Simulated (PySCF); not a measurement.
Give a PBE0-D3(BJ)/def2-SVP geometry of `C=COC(=C)CCC(F)(F)F`.

Z-matrix in Å and degrees, rows numbered from 1:
```
C 
C   1  1.3300
O   2  1.3587  1  121.85
C   3  1.3625  2  119.69  1  -147.55
C   4  1.3381  3  124.58  2    18.24
C   4  1.4951  3  110.27  2  -162.66
C   6  1.5237  4  112.22  3    60.36
C   7  1.5030  6  112.76  4  -175.30
F   8  1.3390  7  111.68  6    60.99
F   8  1.3395  7  111.72  6   -58.90
F   8  1.3355  7  111.29  6  -178.94
H   1  1.0918  2  121.01  3     3.67
H   1  1.0901  2  119.83  3  -175.19
H   2  1.0970  1  123.41  3   176.88
H   5  1.0907  4  122.46  3     2.77
H   5  1.0898  4  119.39  3  -178.96
H   6  1.1030  4  108.27  3   -59.86
H   6  1.0982  4  109.51  3  -176.57
H   7  1.0995  6  110.40  4   -55.17
H   7  1.1003  6  110.93  4    64.05
```

Of the pairs four or more bonds apart, C2···H15 is among the closest relative to their van der Waals radii: 2.60 Å, 90 % of the sum of Bondi's values. The 5 C–C bonds span 1.330 Å (C1=C2, drawn double) to 1.524 Å (C6–C7, drawn single), a spread of 0.194 Å. O3 (ether oxygen) is bent (angle 119.7°).

Computed, not measured: PBE0-D3(BJ)/def2-SVP geometry optimisation, gas phase (PySCF).

Point group: C1 (no symmetry element, even within 0.4 Å). No frequency check. One conformer, not necessarily the lowest (C1–C2–O3–C4 -148°, C2–O3–C4–C5 18°, O3–C4–C6–C7 60°, C4–C6–C7–C8 -175°).
